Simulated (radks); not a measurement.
Question: Dy, configuration [Xe] 4f(up 7, down 3) 6s2. All-electron calculation, scalar-relativistic Kohn-Sham, PBE, spin-polarised, spherical densities, point nucleus. Program: a radial shooting solver on a logarithmic mesh with Libxc functionals. Some entries of the table are withheld. Estimate them.

| orbital | occ. | eigenvalue (Ry) | <r> (bohr) | <r^2> (bohr^2) |
|---|---|---|---|---|
| 1s up | 1 | -3944.129 | 0.02111 | 0.0006092 |
| 1s down | 1 | -3944.129 | 0.02111 | 0.0006092 |
| 2s up | 1 | -656.7679 | 0.08977 | 0.009518 |
| 2s down | 1 | -656.7654 | 0.08976 | 0.009518 |
| 2p up | 3 | -582.6899 | 0.07945 | 0.007707 |
| 2p down | 3 | -582.6881 | 0.07945 | 0.007707 |
| 3s up | 1 | -146.2281 | 0.2346 | 0.06287 |
| 3s down | 1 | -146.1135 | 0.2345 | 0.06281 |
| 3p up | 3 | -123.4913 | 0.2335 | 0.06316 |
| 3p down | 3 | -123.3771 | 0.2333 | 0.06309 |
| 3d up | 5 | -94.26210 | 0.2122 | 0.05287 |
| 3d down | 5 | -94.17487 | 0.2120 | 0.05278 |
| 4s up | 1 | -29.02069 | 0.5299 | 0.3170 |
| 4s down | 1 | -28.76613 | 0.5299 | 0.3170 |
| 4p up | 3 | -21.53682 | 0.5616 | 0.3588 |
| 4p down | 3 | -21.28503 | 0.5617 | 0.3590 |
| 4d up | 5 | -11.35042 | 0.6096 | 0.4314 |
| 4d down | 5 | -11.10184 | 0.6102 | 0.4325 |
| 5s up | 1 | (1) | 1.296 | 1.892 |
| 5s down | 1 | (2) | 1.308 | 1.930 |
| 5p up | 3 | -1.90496 | 1.537 | 2.696 |
| 5p down | 3 | -1.81408 | 1.559 | 2.777 |
| 4f up | 7 | -0.32095 | 0.8626 | 1.025 |
| 6s up | 1 | -0.27966 | 4.082 | 19.01 |
| 6s down | 1 | -0.27142 | 4.150 | 19.65 |
| 4f down | 3 | -0.10654 | 0.9213 | 1.257 |

Answer: 
(1) 5s up eigenvalue (Ry): -3.65278
(2) 5s down eigenvalue (Ry): -3.52576
